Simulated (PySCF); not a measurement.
C₃H₆Cl, SMILES C[C](C)Cl, multiplicity 2. Coordinates come from a PBE0-D3(BJ)/def2-SVP optimisation. The isomer is the one that the SMILES or the coordinates give; other isomers of the formula were not compared.

Level of theory: PBE0-D3(BJ)/def2-SVP (PySCF).

Harmonic wavenumbers (cm⁻¹): 150, 160, 262, 341, 349, 648, 939, 941, 966, 1042, 1186, 1293, 1391, 1391, 1429, 1441, 1448, 1456, 2995, 3000, 3103, 3104, 3158, 3160. Rotational constants (GHz): 8.170, 4.750, 3.136; symmetry number 1.

Task: Work out the zero-point energy and the ideal-gas rigid-rotor harmonic-oscillator thermochemistry at 298.15 K and 1 atm.

Result: ZPE = ½ Σ hcν = ½ × 35351 cm⁻¹ = 211.45 kJ/mol. H − E(el) = 228.83 kJ/mol. Entropy in J/(mol K): translation 163.01, rotation 106.20, vibration 42.74, spin 5.76, total 317.71. G − E(el) = 134.11 kJ/mol. Cp = 84.45 J/(mol K).
